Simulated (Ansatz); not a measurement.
# Reading a saddle point

A first-order saddle point of Si2H7ClO, singlet, PBE0-D4/def2-TZVP, with one imaginary mode of 1250i cm⁻¹:

```
atom    x (Å)    y (Å)    z (Å)
 Si1  -0.3827  -0.5400  -1.2978
  H2   1.2688  -0.8861  -1.3682
  H3  -0.7469  -1.9570  -1.5219
  H4  -1.6375   0.1338  -0.8473
 Cl5  -0.1267   0.5591  -3.0495
  H6   1.1955  -0.5926  -0.2842
  O7   0.3428  -0.2928   0.3888
 Si8   0.0701   0.6970   1.7201
  H9  -0.1340   2.0888   1.2593
 H10  -1.1272   0.1979   2.4317
 H11   1.2778   0.5920   2.5691
```

Program: Ansatz 0.2.0. Basis: def2-TZVPP and def2-QZVPP. Cores are frozen in the correlated methods. Extrapolation: Hartree–Fock as exp(−7.88 √X), correlation as X^−2.97.

Problem. Which contacts change along the imaginary mode, and what lies on either side? (Judge from chemistry; the calculation decides.)

Solution. The calculation gives: The step is SiH₃Cl ([SiH3][Cl]) + SiH₄O ([OH][SiH3]) → Si₂H₅ClO ([SiH3][O][SiH2][Cl]) + H₂, with the molecules in contact on both sides. Shortening one way: Si1–O7, H2–H6; lengthening the same way: Si1–H2, H6–O7.
| pair | one side (Å) | saddle (Å) | other side (Å) |
| --- | --- | --- | --- |
| Si1–O7 | 2.84 | 1.85 | 1.62 |
| H2–H6 | 2.83 | 1.13 | 0.75 |
| Si1–H2 | 1.48 | 1.69 | 3.41 |
| H6–O7 | 0.96 | 1.13 | 3.49 |

Problem. Which side is lower, and how far does the saddle lie above each? (To be estimated.)

Solution. Computed: The side with Si1–O7, H2–H6 short is lower by 22.06 kcal/mol; the saddle lies 60.23 kcal/mol above it and 38.17 kcal/mol above the other (CCSD(T) at an estimated basis limit (MP2 extrapolated from triple and quadruple zeta, plus CCSD(T) − MP2 in triple zeta); electronic energies).

The T1 diagnostic stays at or below 0.012.

Labels in which every atom is bracketed show which atoms are joined, not bond orders.

For scale, one of the runs: CCSD(T)/def2-TZVPP, 255 basis functions, launched by `ansatz run in.yaml --threads 4 --pin off --events-out ev --progress --plain --max-ram 9574MiB`. Hardware: 4 CPU threads of an Arm Neoverse V2, shared host. Wall time 91 s; peak host memory 5.2 GiB.
